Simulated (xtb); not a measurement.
xtb input (GFN2-xTB):

```bash
xtb mol.xyz --gfn 2 --ohess tight --chrg -1 --uhf 0
```
mol.xyz:
```
14

Si     0.05100420     0.01839451     0.24788794
C      1.86900689     0.29019968    -0.10358460
C     -0.62531455    -1.31969323    -0.94391108
C     -0.87754734     1.58492464    -0.02402363
O     -0.10894275    -0.49760036     1.84678223
H      2.45417773    -0.67391581    -0.02056463
H      2.24384865     1.09812931     0.58826983
H     -0.46441609    -0.99959662    -1.94239873
H     -1.66520365    -1.50850613    -0.68963466
H     -0.07409865    -2.22720373    -0.80178593
H     -1.95545217     1.43090074     0.22698428
H     -0.73975392     1.91020727    -1.06820538
H     -0.50330646     2.35777999     0.65216727
H      0.39430748    -1.34274615     1.93934431
```

End of the output:

```
       8    260.25    -0.49495 ( 99.86%)    -0.56774 (  0.14%)    -0.49505
       9    281.17    -0.45514 ( 99.90%)    -0.54484 (  0.10%)    -0.45523
   ------------------------------------------------------------------------

   temp. (K)  partition function   enthalpy   heat capacity  entropy
                                   cal/mol     cal/K/mol   cal/K/mol   J/K/mol
 298.15  VIB   568.                 4091.128     24.513     25.323
         ROT  0.145E+06              888.752      2.981     26.594
         INT  0.822E+08             4979.880     27.494     51.917
         TR   0.815E+27             1481.254      4.968     39.359
         TOT                        6461.1341    32.4618    91.2756   381.8971

       T/K    H(0)-H(T)+PV         H(T)/Eh          T*S/Eh         G(T)/Eh
   ------------------------------------------------------------------------
    298.15    0.102965E-01    0.119398E+00    0.433680E-01    0.760305E-01
   ------------------------------------------------------------------------

         :::::::::::::::::::::::::::::::::::::::::::::::::::::
Note: The following floating-point exceptions are signalling: IEEE_UNDERFLOW_FLAG IEEE_DENORMAL
normal termination of xtb
         ::                  THERMODYNAMIC                  ::
         :::::::::::::::::::::::::::::::::::::::::::::::::::::
         :: total free energy         -16.873078717315 Eh   ::
         ::.................................................::
         :: total energy              -16.949109190493 Eh   ::
         :: zero point energy           0.109101986770 Eh   ::
         :: G(RRHO) w/o ZPVE           -0.033071513592 Eh   ::
         :: G(RRHO) contrib.            0.076030473178 Eh   ::
         :::::::::::::::::::::::::::::::::::::::::::::::::::::

optimized geometry written to: xtbopt.xyz

           -------------------------------------------------
          | TOTAL ENERGY              -16.949109190493 Eh   |
          | TOTAL ENTHALPY            -16.829710731214 Eh   |
          | TOTAL FREE ENERGY         -16.873078717315 Eh   |
          | GRADIENT NORM               0.000473551297 Eh/α |
          | HOMO-LUMO GAP               4.848863497417 eV   |
           -------------------------------------------------

------------------------------------------------------------------------
------------------------------------------------------------------------
 total:
 SCF:
 ANC optimizer:
 analytical hessian:
```

It need not be the lowest isomer of its formula. Whether it binds its extra electron was not tested at this geometry.
